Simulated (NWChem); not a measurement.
# One site exchanged: Cl, F, Br, H

Each species was optimised at PBE0/def2-SVP with NWChem, gas phase unless a solvent is named. All stand in one matching conformer (torsions within 35°), which need not be the lowest. Pople sets run with spherical d functions. This build's default masses of Se (78.918 u) and Br (79.917 u) are each other's, which moves their modes by up to 0.6 %. Shieldings are non-relativistic GIAO values without spin-orbit effects.

A: NB(Cl)Cl (BNH$_{2}$Cl$_{2}$)
B: NB(F)Cl (BNH₂ClF)
C: NB(Cl)Br (BNH2BrCl)
D: NBCl (BNH3Cl)

| quantity | A (Cl) | B (F) | C (Br) | D (H) |
|---|---|---|---|---|
| Pauling electronegativity of the site (pymatgen's table) | 3.16 | 3.98 | 2.96 | 2.20 |
| electrons in the molecule | 48 | 40 | 66 | 32 |
| dipole (D), PBE0/def2-SVP | 2.98 | 2.96 | 3.02 | 2.82 |
| orbital gap (eV), PBE0/def2-SVP | 8.99 | 9.76 | 8.47 | 8.78 |
| highest harmonic frequency (cm⁻¹), PBE0/def2-SVP | 3751 | 3766 | 3745 | 3741 |
| static polarisability, PBE/def2-SVPD (bohr³) | 52.8 | 38.9 | 60.8 | 40.2 |
| lowest singlet excitation, PBE/def2-SVPD, TDA (eV) | 6.52 | 6.74 | 5.93 | 6.42 |
| 11B shift against boron trifluoride, B3LYP/6-31G* (ppm) | 24.1 | 14.8 | 27.4 | 23.0 |
| 11B shift against boron trifluoride, PBE/pcSseg-1 (ppm) | 22.2 | 14.4 | 25.2 | 22.8 |

“Dipole (D), PBE0/def2-SVP” runs from 2.82 in D (H) to 3.02 in C (Br). “Orbital gap (eV), PBE0/def2-SVP” runs from 8.47 in C (Br) to 9.76 in B (F), in no step with either the site's electronegativity or the electron count. “Highest harmonic frequency (cm⁻¹), PBE0/def2-SVP” runs from 3741 in D (H) to 3766 in B (F), rising in step with the site's electronegativity. “Static polarisability, PBE/def2-SVPD (bohr³)” runs from 38.9 in B (F) to 60.8 in C (Br), in no step with either the site's electronegativity or the electron count. “Lowest singlet excitation, PBE/def2-SVPD, TDA (eV)” runs from 5.93 in C (Br) to 6.74 in B (F), in no step with either the site's electronegativity or the electron count. “11B shift against boron trifluoride, B3LYP/6-31G* (ppm)” runs from 14.8 in B (F) to 27.4 in C (Br), in no step with either the site's electronegativity or the electron count. “11B shift against boron trifluoride, PBE/pcSseg-1 (ppm)” runs from 14.4 in B (F) to 25.2 in C (Br), in no step with either the site's electronegativity or the electron count. The order by orbital gap (eV) is the same as the order by lowest singlet excitation.

These are trends among computed rows of three or four species; they are not measurements.
